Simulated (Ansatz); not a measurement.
One change: `FC#C[SeH]` becomes `FC#C[CH2][GeH3]`.

Ansatz, PBE0-D4/def2-TZVP geometries, multiplicity 1. Each molecule was computed in one conformer, which needn't be the lowest.

Scalar relativity is left out up to krypton.

| property | `FC#C[SeH]` |
| --- | --- |
| HOMO–LUMO gap (ωB97M-V/def2-TZVPP) / eV | 10.47 |
| LUMO energy (ωB97M-V/def2-TZVPP) / eV | 1.62 |
| HOMO–LUMO gap (PBE/def2-TZVPP) / eV | 4.30 |
| LUMO energy (PBE/def2-TZVPP) / eV | -1.27 |
| HOMO energy (B3LYP/def2-TZVPP) / eV | -6.51 |
| size of the dipole moment (B3LYP/def2-TZVPP) / D | 0.77 |

(1) What does the change do to each property? (Estimate.)

## Answers

(1) Ansatz gave: 
```json
{"property": "HOMO–LUMO gap (ωB97M-V/def2-TZVPP) / eV", "`FC#C[CH2][GeH3]`": "11.64", "shift": "1.17"}
{"property": "LUMO energy (ωB97M-V/def2-TZVPP) / eV", "`FC#C[CH2][GeH3]`": "2.15", "shift": "0.53"}
{"property": "HOMO–LUMO gap (PBE/def2-TZVPP) / eV", "`FC#C[CH2][GeH3]`": "5.93", "shift": "1.63"}
{"property": "LUMO energy (PBE/def2-TZVPP) / eV", "`FC#C[CH2][GeH3]`": "-0.16", "shift": "1.11"}
{"property": "HOMO energy (B3LYP/def2-TZVPP) / eV", "`FC#C[CH2][GeH3]`": "-7.10", "shift": "-0.59"}
{"property": "size of the dipole moment (B3LYP/def2-TZVPP) / D", "`FC#C[CH2][GeH3]`": "1.18", "shift": "0.41"}
```

With PBE0 the HOMO falls by 0.58 eV and the LUMO rises by 0.97 eV, so the gap widens by about 1.55 eV. PBE moves the HOMO by -0.52 eV and ωB97M-V by -0.65 eV. Dipoles are sizes alone; their direction can turn.

B3LYP here is the variant with VWN-RPA as its local correlation; programs differ in this.

Spin–orbit coupling is left out; it splits and shifts lone-pair levels of the heavy atoms by tenths of an eV.
